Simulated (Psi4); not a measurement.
H$_{4}$SiSn (SMILES [SiH3][SnH]), singlet, at a GFN2-xTB geometry (such geometries of metal compounds can be far from the true shape) (core potentials on Sn), atoms displaced at random by about 0.08 Å a coordinate; TPSS/def2-SVP, gradient (Psi4).

Psi4 was given this input:
```
memory 2 GB

molecule {
0 1
Sn   -0.09946700    0.46273324    0.55463404
H    -0.24821209    1.71062709   -0.93992594
Si    0.11262657   -1.63717731   -1.27013778
H     1.10142844   -1.49964193   -2.19123076
H    -1.20928109   -1.82927866   -1.77486930
H     0.50418447   -2.79978455   -0.43834927
symmetry c1
no_reorient
no_com
}

set {
  basis def2-svp
}

gradient('tpss')
print_variables()
```

**Question.** What does Psi4 print? Leave out banner, timings and long lists.

**Answer.** 
```
gradient() will perform analytic gradient computation.

   => Loading Basis Set <=

    Name: DEF2-SVP
    Role: ORBITAL
    Keyword: BASIS

    !!!  WARNING: ECP capability is in beta. Please check occupations closely.  !!!

         ---------------------------------------------------------
                                   SCF
               by Justin Turney, Rob Parrish, Andy Simmonett
                          and Daniel G. A. Smith
                              RKS Reference
         ---------------------------------------------------------

  ==> Geometry <==

    Molecular point group: c1
    Full point group: C1

    Geometry (in Angstrom), charge = 0, multiplicity = 1:

       Center              X                  Y                   Z               Mass
    ------------   -----------------  -----------------  -----------------  -----------------
         SN          -0.099467000000     0.462733240000     0.554634040000   119.902201630000
         H           -0.248212090000     1.710627090000    -0.939925940000     1.007825032230
         SI           0.112626570000    -1.637177310000    -1.270137780000    27.976926534650
         H            1.101428440000    -1.499641930000    -2.191230760000     1.007825032230
         H           -1.209281090000    -1.829278660000    -1.774869300000     1.007825032230
         H            0.504184470000    -2.799784550000    -0.438349270000     1.007825032230

  Running in c1 symmetry.

  Rotational constants: A =      1.48832  B =      0.08235  C =      0.08042 [cm^-1]
  Rotational constants: A =  44618.75286  B =   2468.84674  C =   2410.99605 [MHz]
  Nuclear repulsion =   93.271879230085148

  Charge       = 0
  Multiplicity = 1
  Electrons    = 40
  Nalpha       = 20
  Nbeta        = 20

  ==> Algorithm <==

  SCF Algorithm Type is DF.
  DIIS enabled.
  MOM disabled.
  Fractional occupation disabled.
  Guess Type is SAD.
  Energy threshold   = 1.00e-08
  Density threshold  = 1.00e-08
  Integral threshold = 1.00e-12

  ==> Primary Basis <==

  Basis Set: DEF2-SVP
    Blend: DEF2-SVP
    Number of shells: 30
    Number of basis functions: 64
    Number of Cartesian functions: 67
    Spherical Harmonics?: true
    Max angular momentum: 2

  Core potential: DEF2-SVP
    Number of shells: 4
    Number of ECP primitives: 18
    Number of ECP core electrons: 28
    Max angular momentum: 3

  ==> DFT Potential <==

   => LibXC <=

    Version 7.1.2
    S. Lehtola, C. Steigemann, M. J. T. Oliveira, and M. A. L. Marques,  SoftwareX 7, 1–5 (2018) (10.1016/j.softx.2017.11.002)

   => Composite Functional: TPSS <=

    TPSS Meta-GGA XC Functional

    J. Tao, et al., Phys. Rev. Lett., 91, 146401, 2003

    Deriv               =              1
    GGA                 =           TRUE
    Meta                =           TRUE

    Exchange Hybrid     =          FALSE
    MP2 Hybrid          =          FALSE

   => Exchange Functionals <=

    1.0000   XC_MGGA_X_TPSS

   => Correlation Functionals <=

    1.0000   XC_MGGA_C_TPSS

   => LibXC Density Thresholds  <==

    XC_MGGA_C_TPSS:  1.00E-15
    XC_MGGA_X_TPSS:  1.00E-15

   => Molecular Quadrature <=

    Radial Scheme          =       TREUTLER
    Pruning Scheme         =           NONE
    Nuclear Scheme         =       TREUTLER

    Blocking Scheme        =         OCTREE
    BS radius alpha        =              1
    Pruning alpha          =              1
    Radial Points          =             75
    Spherical Points       =            302
    Total Points           =         129752
    Total Blocks           =           1041
    Max Points             =            255
    Max Functions          =             64
    Weights Tolerance      =       1.00E-15

   => Loading Basis Set <=

    Name: (DEF2-SVP AUX)
    Role: JKFIT
    Keyword: DF_BASIS_SCF

  ==> Integral Setup <==

  SCF_SUBTYPE=INCORE selected. In-core MEM_DF algorithm will be used.
  Using in-core AOs.

  ==> MemDFJK: Density-Fitted J/K Matrices <==

    J tasked:                   Yes
    K tasked:                    No
    wK tasked:                   No
    Algorithm:                 Core
    Schwarz Cutoff:           1E-12
    Mask sparsity (%):       0.5371
    Fitting Condition:        1E-10

   => Auxiliary Basis Set <=

  Basis Set: (DEF2-SVP AUX)
    Blend: DEF2-UNIVERSAL-JKFIT
    Number of shells: 108
    Number of basis functions: 418
    Number of Cartesian functions: 544
    Spherical Harmonics?: true
    Max angular momentum: 5

  Minimum eigenvalue in the overlap matrix is 8.4257967360E-03.
  Reciprocal condition number of the overlap matrix is 1.9495596279E-03.
    Using symmetric orthogonalization.

  ==> Pre-Iterations <==

  SCF Guess: Superposition of Atomic Densities via on-the-fly atomic UHF (no occupation information).

   -------------------------
    Irrep   Nso     Nmo
   -------------------------
     A         64      64
   -------------------------
    Total      64      64
   -------------------------

  ==> Iterations <==

                           Total Energy        Delta E     RMS |[F,P]|

   @DF-RKS iter SAD:  -504.56807567311625   -5.04568e+02   0.00000e+00
   @DF-RKS iter   1:  -505.90693349011843   -1.33886e+00   5.24086e-03 ADIIS/DIIS
   @DF-RKS iter   2:  -505.93013168267373   -2.31982e-02   4.66429e-03 ADIIS/DIIS
   @DF-RKS iter   3:  -505.99002992133342   -5.98982e-02   8.67710e-04 ADIIS/DIIS
   @DF-RKS iter   4:  -505.99305317281141   -3.02325e-03   2.77225e-04 ADIIS/DIIS
   @DF-RKS iter   5:  -505.99333239593636   -2.79223e-04   4.84220e-05 DIIS
   @DF-RKS iter   6:  -505.99334043619513   -8.04026e-06   1.54550e-05 DIIS
   @DF-RKS iter   7:  -505.99334144498340   -1.00879e-06   5.33078e-06 DIIS
   @DF-RKS iter   8:  -505.99334158158592   -1.36603e-07   4.23943e-07 DIIS
   @DF-RKS iter   9:  -505.99334158233108   -7.45160e-10   6.14200e-08 DIIS
   @DF-RKS iter  10:  -505.99334158235069   -1.96110e-11   1.05690e-08 DIIS
[...]

   Electrons on quadrature grid:
      Ntotal   =   39.9999933063 ; deviation = -6.694e-06

    Orbital Energies [Eh]
    ---------------------

    Doubly Occupied:

[...]
    Virtual:

[...]
    Final Occupation by Irrep:
              A
    DOCC [    20 ]
    NA   [    20 ]
    NB   [    20 ]

  @DF-RKS Final Energy:  -505.99334158235109

   => Energetics <=

    Nuclear Repulsion Energy =             93.2718792300851476
    One-Electron Energy =                -965.6455113976546727
    Two-Electron Energy =                 406.7239562907510049
    DFT Exchange-Correlation Energy =     -40.3436657055325583
    Empirical Dispersion Energy =           0.0000000000000000
    VV10 Nonlocal Energy =                  0.0000000000000000
    Total Energy =                       -505.9933415823510927

Computation Completed

Properties will be evaluated at   0.000000,   0.000000,   0.000000 [a0]

Properties computed using the SCF density matrix

 Multipole Moments:

 ------------------------------------------------------------------------------------
     Multipole            Electronic (a.u.)      Nuclear  (a.u.)        Total (a.u.)
 ------------------------------------------------------------------------------------

 L = 1.  Multiply by 2.5417464519 to convert [e a0] to [Debye]
 Dipole X            :          0.8848812           -0.8756656            0.0092156
 Dipole Y            :         32.4463250          -32.4247318            0.0215932
 Dipole Z            :         21.0333439          -20.6440396            0.3893043
 Magnitude           :                                                    0.3900115

 ------------------------------------------------------------------------------------

         ------------------------------------------------------------
                                   SCF GRAD
                          Rob Parrish, Justin Turney,
                       Andy Simmonett, and Alex Sokolov
         ------------------------------------------------------------

  ==> Geometry <==

    Molecular point group: c1
    Full point group: C1

    Geometry (in Angstrom), charge = 0, multiplicity = 1:

       Center              X                  Y                   Z               Mass
    ------------   -----------------  -----------------  -----------------  -----------------
         SN          -0.099467000000     0.462733240000     0.554634040000   119.902201630000
         H           -0.248212090000     1.710627090000    -0.939925940000     1.007825032230
         SI           0.112626570000    -1.637177310000    -1.270137780000    27.976926534650
         H            1.101428440000    -1.499641930000    -2.191230760000     1.007825032230
         H           -1.209281090000    -1.829278660000    -1.774869300000     1.007825032230
         H            0.504184470000    -2.799784550000    -0.438349270000     1.007825032230

  Nuclear repulsion =   93.271879230085148

  ==> Basis Set <==

  Basis Set: DEF2-SVP
    Blend: DEF2-SVP
    Number of shells: 30
    Number of basis functions: 64
    Number of Cartesian functions: 67
    Spherical Harmonics?: true
    Max angular momentum: 2

  Core potential: DEF2-SVP
    Number of shells: 4
    Number of ECP primitives: 18
    Number of ECP core electrons: 28
    Max angular momentum: 3

  ==> DFJKGrad: Density-Fitted SCF Gradients <==

    Gradient:                    1
    J tasked:                  Yes
    K tasked:                   No
    wK tasked:                  No
    Integrals threads:           1
    Schwarz Cutoff:          1E-12
    Fitting Condition:       1E-10

   => Auxiliary Basis Set <=

  Basis Set: (DEF2-SVP AUX)
    Blend: DEF2-UNIVERSAL-JKFIT
    Number of shells: 108
    Number of basis functions: 418
    Number of Cartesian functions: 544
    Spherical Harmonics?: true
    Max angular momentum: 5

  ==> DFT Potential <==

   => LibXC <=

    Version 7.1.2
    S. Lehtola, C. Steigemann, M. J. T. Oliveira, and M. A. L. Marques,  SoftwareX 7, 1–5 (2018) (10.1016/j.softx.2017.11.002)

   => Composite Functional: TPSS <=

    TPSS Meta-GGA XC Functional

    J. Tao, et al., Phys. Rev. Lett., 91, 146401, 2003

    Deriv               =              1
    GGA                 =           TRUE
    Meta                =           TRUE

    Exchange Hybrid     =          FALSE
    MP2 Hybrid          =          FALSE

   => Exchange Functionals <=

    1.0000   XC_MGGA_X_TPSS

   => Correlation Functionals <=

    1.0000   XC_MGGA_C_TPSS

   => LibXC Density Thresholds  <==

    XC_MGGA_C_TPSS:  1.00E-15
    XC_MGGA_X_TPSS:  1.00E-15

   => Molecular Quadrature <=

    Radial Scheme          =       TREUTLER
    Pruning Scheme         =           NONE
    Nuclear Scheme         =       TREUTLER

    Blocking Scheme        =         OCTREE
    BS radius alpha        =              1
    Pruning alpha          =              1
    Radial Points          =             75
    Spherical Points       =            302
    Total Points           =         129752
    Total Blocks           =           1041
    Max Points             =            255
    Max Functions          =             64
    Weights Tolerance      =       1.00E-15

  -Total Gradient:
     Atom            X                  Y                   Z
    ------   -----------------  -----------------  -----------------
       1        0.000797733207    -0.009341897938     0.026418996901
       2       -0.001851475565     0.015101246143    -0.018545492513
       3        0.018422630994    -0.010448519408    -0.067987512709
       4       -0.041416423185    -0.008165356379     0.047330501880
       5        0.022591151064     0.005682233599     0.014085793592
       6        0.001448903312     0.007183173991    -0.001248037150

  Variable Map:
  ----------------------------------------------------------------------------
[...]
  Array Variable Map:
  ----------------------------------------------------------------------------
[...]
[...]
```
